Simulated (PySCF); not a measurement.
NMR data simulated for an unnamed compound:

¹H NMR (500 MHz, computed): δ 7.87 (s, 2H), 6.94 (m, 2H).

¹³C{¹H} NMR (computed): δ 132.1 (CH), 123.6 (CH), 79.9 (C).

PySCF 2.14.0 with density-fitted response routines calculation with shieldings: GIAO PBE0/pcSseg-1 and structure optimised with GFN2-xTB; in vacuum, averaged over atoms made equivalent by symmetry, fast rotation or ring inversion, one conformer, no relativistic terms.

Scale: ¹H (σref 31.72) and ¹³C (σref 186.93) vs TMS (reference shieldings calculated alike).

Question: Which of these does the molecule contain: a (CH3)2CH unit, a three-membered ring, a methoxy group, a Si–CH3 group, a non-aromatic C=C double bond?

Answer: 
- A (CH3)2CH unit: no.
- A three-membered ring: yes.
- A methoxy group: no.
- A Si–CH3 group: no.
- A non-aromatic C=C double bond: yes.

The data belong to SMILES FC(F)OC1(OC(F)F)C=C1, C5H4F4O2; they needn't prove each group on their own.

Carbon signals by region: 2 in the sp2 and nitrile region (100–160 ppm), 1 at 50–100 ppm.

Splittings by ¹⁹F in the carbon and heteronuclear signals aren't shown, as no couplings were computed. Shifts are as computed. Against solution values, carbons near 30 ppm lie about +3 ppm off and those near 130 ppm about +5 ppm. Of 1309 compounds with measured shifts, 239 miss one by over three times the rms of a fit or turn the order of signals round; such compounds aren't used in these exercises. No couplings were computed; multiplicities are counted from neighbouring protons, with m where these are inequivalent, close in shift, in a saturated or five-membered ring or joined by F or P, and br s for small geminal =CH2 splittings.
